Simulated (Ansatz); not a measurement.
`[CH3][Sn]([Cl])([Cl])[Cl]` and `[NH2][Sn]([Cl])([Cl])[Cl]` differ in one atom or group.

Ansatz, PBE0-D4/def2-TZVP geometries, multiplicity 1. Each molecule was computed in one conformer, which needn't be the lowest.

Elements past krypton have def2 core potentials.

```
                                          property  `[CH3][Sn]([Cl])([Cl])[Cl]`
           HOMO–LUMO gap (ωB97M-V/def2-TZVPP) / eV                        11.27
               HOMO energy (B3LYP/def2-TZVPP) / eV                        -8.82
    size of the dipole moment (PBE/def2-TZVPP) / D                         3.29
size of the dipole moment (ωB97M-V/def2-TZVPP) / D                         3.32
    zero-point energy (PBE0-D4/def2-TZVP) / kJ/mol                        104.7
                 LUMO energy (PBE/def2-TZVPP) / eV                        -2.92
```

(1) Give the same properties after the change, and the shifts. (Estimate.)

Answers

(1) Computed: 
| property | `[NH2][Sn]([Cl])([Cl])[Cl]` | shift |
| --- | --- | --- |
| HOMO–LUMO gap (ωB97M-V/def2-TZVPP) / eV | 10.58 | -0.69 |
| HOMO energy (B3LYP/def2-TZVPP) / eV | -8.33 | 0.49 |
| size of the dipole moment (PBE/def2-TZVPP) / D | 2.53 | -0.76 |
| size of the dipole moment (ωB97M-V/def2-TZVPP) / D | 2.51 | -0.81 |
| zero-point energy (PBE0-D4/def2-TZVP) / kJ/mol | 76.0 | -28.7 |
| LUMO energy (PBE/def2-TZVPP) / eV | -3.31 | -0.39 |

With PBE0 the HOMO rises by 0.48 eV and the LUMO falls by 0.39 eV, so the gap narrows by about 0.87 eV. PBE moves the HOMO by 0.61 eV and ωB97M-V by 0.30 eV. The zero-point energy changes by -28.7 kJ/mol with -3 modes. Dipoles are sizes alone; their direction can turn.

B3LYP here is the variant with VWN-RPA as its local correlation; programs differ in this.
